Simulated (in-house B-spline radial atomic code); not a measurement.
Mo⁺. Computed with a B-spline radial atomic code. Model: non-relativistic spherical atom: semilocal Troullier-Martins pseudo-atom, one channel per l, against all electrons, high spin, G0W0 and RPA with empty states to l = 8, local potential for every l without a channel, a model core (radius 0 = none) keeps its share of the functional.

Without relativity these are model numbers for so heavy an element.

What the tables leave out is listed at the end.

The pseudopotential gives back the lowest level of each angular momentum of its own functional in the configuration it was made in; a second state of the same l is only approximately right. Exact exchange, RPA and GW see the smooth pseudo-orbitals and miss the exchange with the core, for which the functional's share stands in. The column with an uncorrelated core keeps all orbitals and exact exchange, and so separates missing core correlation from pseudisation. Only the three outermost levels and the lowest empty one were computed. RPA here is direct RPA, with no exchange kernel, and its energies carry an (l + 1/2)⁻⁴ tail. A hybrid on a potential with a model core restores only its own semilocal share of the core's exchange.

Command:
```bash
python run_psgw.py task.json out
```
Settings (lengths in bohr, energies in hartree):
```
Z                      42
electrons              41
configuration          [Kr] 4d5
generated_in           [Kr] 4d5 5s1
functional             pbe,pbe
core_shells            7
radius_factor          1.15
core_correction        False
```

Cost of the run: 43 s on 1 thread of Arm Neoverse N1, on a shared host.

Given: made with PBE; model core radius 0 bohr; local radius 1.574 bohr; mean-field start PBE.

Valence shells of the generating configuration: 4p, 4d, 5s.

Channel: s 3.4, p 1.252, d 1.575 (radii in bohr).

Computed: largest level miss in the spin-unpolarised generating configuration 0.001 eV; valence RPA correlation energy pseudo -0.72674 hartree; all-electron RPA polarisability, core included 16.937 bohr³; pseudo-atom RPA polarisability 16.875 bohr³.

```json
{"level": "4d up", "occupied": "1", "mean-field all-electron (eV)": "-11.581", "mean-field pseudo minus all (eV)": "-0.022", "G0W0 all-electron (eV)": "-16.315", "G0W0 uncorrelated core minus all (eV)": "0.091", "G0W0 pseudo minus all (eV)": "0.325", "exchange self-energy all-electron (eV)": "-25.747", "exchange self-energy pseudo (eV)": "-21.992"}
{"level": "5s up (empty)", "occupied": "0", "mean-field all-electron (eV)": "-9.9186", "mean-field pseudo minus all (eV)": "-0.05", "G0W0 all-electron (eV)": "-7.1911", "G0W0 uncorrelated core minus all (eV)": "0.018", "G0W0 pseudo minus all (eV)": "-0.875", "exchange self-energy all-electron (eV)": "-3.7392", "exchange self-energy pseudo (eV)": "-4.3925"}
```

**Question.** What is the valence RPA correlation energy all-electron orbitals?

**Answer.** -0.56924 hartree.

Given: mean-field start PBE0.

Computed: valence RPA correlation energy all-electron orbitals -0.53312 hartree; valence RPA correlation energy pseudo -0.68903 hartree; all-electron RPA polarisability, core included 13.709 bohr³.

```json
{"level": "4d up", "occupied": "1", "mean-field all-electron (eV)": "-12.981", "mean-field pseudo minus all (eV)": "0.035", "G0W0 all-electron (eV)": "-16.423", "G0W0 uncorrelated core minus all (eV)": "0.091", "G0W0 pseudo minus all (eV)": "0.609", "exchange self-energy all-electron (eV)": "-25.965", "exchange self-energy pseudo (eV)": "-22.145"}
{"level": "5s up (empty)", "occupied": "0", "mean-field all-electron (eV)": "-8.8225", "mean-field pseudo minus all (eV)": "-0.485", "G0W0 all-electron (eV)": "-6.9736", "G0W0 uncorrelated core minus all (eV)": "0.018", "G0W0 pseudo minus all (eV)": "-0.973", "exchange self-energy all-electron (eV)": "-3.439", "exchange self-energy pseudo (eV)": "-4.5854"}
```

**Question.** What is the pseudo-atom RPA polarisability?

**Answer.** 13.874 bohr³.

Given: mean-field start Hartree-Fock.

Computed: valence RPA correlation energy all-electron orbitals -0.45397 hartree; valence RPA correlation energy pseudo -0.60305 hartree; all-electron RPA polarisability, core included 9.4355 bohr³.

```tsv
level	occupied	mean-field all-electron (eV)	mean-field pseudo minus all (eV)	G0W0 all-electron (eV)	G0W0 uncorrelated core minus all (eV)	G0W0 pseudo minus all (eV)	exchange self-energy all-electron (eV)	exchange self-energy pseudo (eV)
4d up	1	-16.646	0.21	-16.914	0.107	0.287	-26.138	-22.299
4p down	1	-49.558	3.195	-49.04	-0.213	2.15	-34.584	-23.657
5s up (empty)	0	-5.7138	-1.545	-6.5813	0.014	-1.2	-2.4032	-5.0022
```

**Question.** What is the pseudo-atom RPA polarisability?

**Answer.** 9.848 bohr³.

Among the listed levels the largest G0W0 shift of the pseudo-atom is +2.15 eV, for 4p down on the Hartree-Fock start, while leaving the core uncorrelated moves that level by -0.21 eV. So pseudisation and the lost core exchange, not the missing core correlation, make the error. Not in the tables (levels of low weight, unsolved or above zero; the highest and the empty levels are kept at any weight): on PBE the G0W0 levels 4p down (pseudo minus all +1.65 eV, weights 0.70 and 0.70), 4p up (pseudo minus all +2.96 eV, weights 0.17 and 0.13); on PBE0 the G0W0 levels 4p down (pseudo minus all +2.24 eV, weights 0.71 and 0.80), 4p up (pseudo minus all +1.48 eV, weights 0.46 and 0.41); on Hartree-Fock the G0W0 levels 4p up (pseudo minus all +1.60 eV, weights 0.40 and 0.58).
